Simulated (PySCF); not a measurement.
## Calculated data, Al₂H₃O, AlFHO₂, AlBFH₂O, Al₂FH₂O

Computed with PySCF 2.14.0. Calculation on a computer-drawn molecule: the log of a Hartree-Fock and frozen-core CCSD(T) single point meant for a local Hartree-Fock minimum, with one planted fault or none, to be diagnosed. Offsets are logged minus clean, where the clean run is the same molecule without the fault. The reference is restricted for singlets and unrestricted otherwise, and also for a bond in bohr or an excited solution. Adding or removing an electron swaps singlet and doublet. The excited solution moves the top pair (singlet) or top alpha electron (doublet) to the lowest empty orbital. Highest occupied and lowest empty are orbital energies over both spins, largest force is the largest gradient component, triples share is (T) over the correlation energy, the T1 limit is 0.02 restricted and 0.045 unrestricted, electrons count all cores, a negative frequency is imaginary (commonest isotopes), and the dipole is about the centre of nuclear charge.

Common to all runs: meant multiplicity 1; logged SCF converged yes; possible faults no fault, one electron removed, one electron added, multiplicity raised by two, geometry at a saddle point, SCF held on an excited solution, minimal basis STO-3G, one bond length entered in bohr, all coordinates scaled.

```yaml
- entry: 1
  formula: Al2H3O
  logged_structure:
    atoms_angstrom:
      - [O, 2.2269, -0.9576, 0.9652]
      - [Al, 1.1646, -0.527, -0.1798]
      - [Al, 1.0395, 2.0704, -0.7314]
      - [H, 0.1641, -1.4888, -1.0341]
      - [H, 0.1236, 3.1813, 0.0207]
      - [H, 1.9585, 2.884, -1.7955]
  given:
    meant_charge: -1
    meant_basis: "aug-cc-pV(D+d)Z"
    logged_electrons: 38
    logged_basis_functions: 114
    logged_spin_squared: 2.0326
    "logged_highest_occupied [eV]": -0.50426
    "logged_lowest_empty [eV]": 2.8648
    "logged_largest_force [hartree/bohr]": 0.064115
    logged_T1_diagnostic: 0.098698
    logged_D1_diagnostic: 0.53319
    logged_triples_share: 0.038671
    logged_CC_converged: "yes"
    "logged_dipole_magnitude [debye]": 6.5878
    logged_SCF_stable_within_its_kind: "yes"
    "logged_energy_HF [hartree]": -560.42713
    "logged_energy_CCSD(T) [hartree]": -560.80468
    drawn_bonds_atom: [1, 2, 2, 3, 3]
    drawn_bonds_other_atom: [2, 3, 4, 5, 6]
    drawn_bonds_order: [1, 1, 1, 1, 1]
  results:
    planted_fault: "multiplicity raised by two"
    "HF_energy_offset_from_clean_run [kcal/mol]": 25.75
    "CCSD(T)_energy_offset_from_clean_run [kcal/mol]": 45.49
  notes: ["T1 above single-reference limit"]
- entry: 2
  formula: Al2H3O
  logged_structure:
    atoms_angstrom:
      - [O, 2.2294, 1.4579, 0.0]
      - [Al, 1.4231, 0.0547, 0.0]
      - [Al, -1.2543, -0.0042, 0.0]
      - [H, 2.0518, -1.4492, 0.0]
      - [H, -2.1993, -1.331, 0.0]
      - [H, -2.2507, 1.2716, 0.0]
  given:
    meant_charge: -1
    meant_basis: "aug-cc-pV(D+d)Z"
    logged_electrons: 38
    logged_basis_functions: 114
    logged_spin_squared: 0.0
    "logged_highest_occupied [eV]": -3.9387
    "logged_lowest_empty [eV]": 2.8901
    "logged_largest_force [hartree/bohr]": 5.2556e-05
    "logged_lowest_frequency [cm^-1]": -76.947
    logged_T1_diagnostic: 0.026325
    logged_D1_diagnostic: 0.080467
    logged_triples_share: 0.03651
    logged_CC_converged: "yes"
    "logged_dipole_magnitude [debye]": 4.8714
    logged_SCF_stable_within_its_kind: "yes"
    "logged_energy_HF [hartree]": -560.4669
    "logged_energy_CCSD(T) [hartree]": -560.87598
    drawn_bonds_atom: [1, 2, 2, 3, 3]
    drawn_bonds_other_atom: [2, 3, 4, 5, 6]
    drawn_bonds_order: [1, 1, 1, 1, 1]
  results:
    planted_fault: "geometry at a saddle point"
    "HF_energy_offset_from_clean_run [kcal/mol]": 0.7972
    "CCSD(T)_energy_offset_from_clean_run [kcal/mol]": 0.7496
  notes: ["T1 above single-reference limit"]
- entry: 3
  formula: AlFHO2
  logged_structure:
    atoms_angstrom:
      - [O, 0.7307, 0.7272, -2.4897]
      - [Al, -0.3547, 0.5186, -1.1316]
      - [O, -2.0988, -0.2025, -1.1753]
      - [F, -0.0716, 0.9376, 0.6179]
      - [H, -2.3867, -0.4834, -2.113]
  given:
    meant_charge: -1
    meant_basis: "aug-cc-pV(D+d)Z"
    logged_electrons: 40
    logged_basis_functions: 110
    logged_spin_squared: 0.0
    "logged_highest_occupied [eV]": -4.8643
    "logged_lowest_empty [eV]": 3.768
    "logged_largest_force [hartree/bohr]": 0.064602
    logged_T1_diagnostic: 0.022722
    logged_D1_diagnostic: 0.065735
    logged_triples_share: 0.032817
    logged_CC_converged: "yes"
    "logged_dipole_magnitude [debye]": 4.1279
    logged_SCF_stable_within_its_kind: "yes"
    "logged_energy_HF [hartree]": -491.85813
    "logged_energy_CCSD(T) [hartree]": -492.59966
    drawn_bonds_atom: [1, 2, 2, 3]
    drawn_bonds_other_atom: [2, 3, 4, 5]
    drawn_bonds_order: [1, 1, 1, 1]
  results:
    planted_fault: "all coordinates scaled, by +8.4 %"
    "HF_energy_offset_from_clean_run [kcal/mol]": 20.96
    "CCSD(T)_energy_offset_from_clean_run [kcal/mol]": 8.081
  notes: ["T1 above single-reference limit"]
- entry: 4
  formula: AlBFH2O
  logged_structure:
    atoms_angstrom:
      - [O, 0.0834, 0.5746, -0.146]
      - [B, 0.5071, -0.2621, 0.7064]
      - [Al, -1.0511, -0.6931, 2.2733]
      - [F, -1.018, -1.7199, 3.6231]
      - [H, 1.6209, -0.8127, 0.7371]
      - [H, -2.5283, -0.0137, 2.3055]
  given:
    meant_charge: -1
    meant_basis: "aug-cc-pV(D+d)Z"
    logged_electrons: 38
    logged_basis_functions: 119
    logged_spin_squared: 0.0
    "logged_highest_occupied [eV]": 0.74574
    "logged_lowest_empty [eV]": -2.6756
    "logged_largest_force [hartree/bohr]": 0.12011
    logged_CC_converged: "no"
    "logged_dipole_magnitude [debye]": 6.3024
    logged_SCF_stable_within_its_kind: "no"
    "logged_energy_HF [hartree]": -441.81829
    drawn_bonds_atom: [1, 2, 3, 2, 3]
    drawn_bonds_other_atom: [2, 3, 4, 5, 6]
    drawn_bonds_order: [1, 1, 1, 1, 1]
  results:
    planted_fault: "SCF held on an excited solution"
    "HF_energy_offset_from_clean_run [kcal/mol]": 243.7
  notes: ["CCSD not converged", "highest electron not bound in this basis"]
- entry: 5
  formula: Al2H3O
  logged_structure:
    atoms_angstrom:
      - [O, 1.1482, 2.5541, -0.0999]
      - [Al, 0.3087, 1.3494, -0.6553]
      - [Al, -1.1063, -0.6788, -1.5918]
      - [H, 1.6392, 3.258, 0.2253]
      - [H, -0.9106, -0.8327, -3.0864]
      - [H, -1.8829, -1.3579, -0.4822]
  given:
    meant_charge: 1
    meant_basis: "cc-pV(D+d)Z"
    logged_electrons: 36
    logged_basis_functions: 75
    logged_spin_squared: 0.0
    "logged_highest_occupied [eV]": -15.904
    "logged_lowest_empty [eV]": -4.7536
    "logged_largest_force [hartree/bohr]": 0.023942
    logged_T1_diagnostic: 0.015937
    logged_D1_diagnostic: 0.036067
    logged_triples_share: 0.019917
    logged_CC_converged: "yes"
    "logged_dipole_magnitude [debye]": 0.05477
    logged_SCF_stable_within_its_kind: "yes"
    "logged_energy_HF [hartree]": -560.25358
    "logged_energy_CCSD(T) [hartree]": -560.5793
    drawn_bonds_atom: [1, 2, 1, 3, 3]
    drawn_bonds_other_atom: [2, 3, 4, 5, 6]
    drawn_bonds_order: [1, 1, 1, 1, 1]
  results:
    planted_fault: "all coordinates scaled, by -2.5 %"
    "HF_energy_offset_from_clean_run [kcal/mol]": 2.121
    "CCSD(T)_energy_offset_from_clean_run [kcal/mol]": 3.42
- entry: 6
  formula: Al2FH2O
  logged_structure:
    atoms_angstrom:
      - [O, 0.4833, -0.3801, -0.543]
      - [Al, -1.0343, 0.1445, -0.5318]
      - [Al, -3.5652, 0.9762, -0.4996]
      - [F, -4.3849, -0.3323, 0.029]
      - [H, 1.3646, -0.7123, -0.5406]
      - [H, -3.9903, 2.4021, -0.9169]
  given:
    meant_charge: 1
    meant_basis: "cc-pV(D+d)Z"
    logged_electrons: 44
    logged_basis_functions: 84
    logged_spin_squared: 2.0037
    "logged_highest_occupied [eV]": -12.582
    "logged_lowest_empty [eV]": -7.8197
    "logged_largest_force [hartree/bohr]": 0.015288
    logged_T1_diagnostic: 0.024255
    logged_D1_diagnostic: 0.099204
    logged_triples_share: 0.020541
    logged_CC_converged: "yes"
    "logged_dipole_magnitude [debye]": 3.8841
    logged_SCF_stable_within_its_kind: "yes"
    "logged_energy_HF [hartree]": -659.05618
    "logged_energy_CCSD(T) [hartree]": -659.5431
    drawn_bonds_atom: [1, 2, 3, 1, 3]
    drawn_bonds_other_atom: [2, 3, 4, 5, 6]
    drawn_bonds_order: [1, 1, 1, 1, 1]
  results: {}
```

To be estimated
1. Give the missing planted fault for Al₂FH₂O (entry 6).

Calculated values
1. multiplicity raised by two

Further results for Al₂FH₂O (entry 6):

```
HF energy offset from clean run      : 86.71 kcal/mol
CCSD(T) energy offset from clean run : 98.53 kcal/mol
```
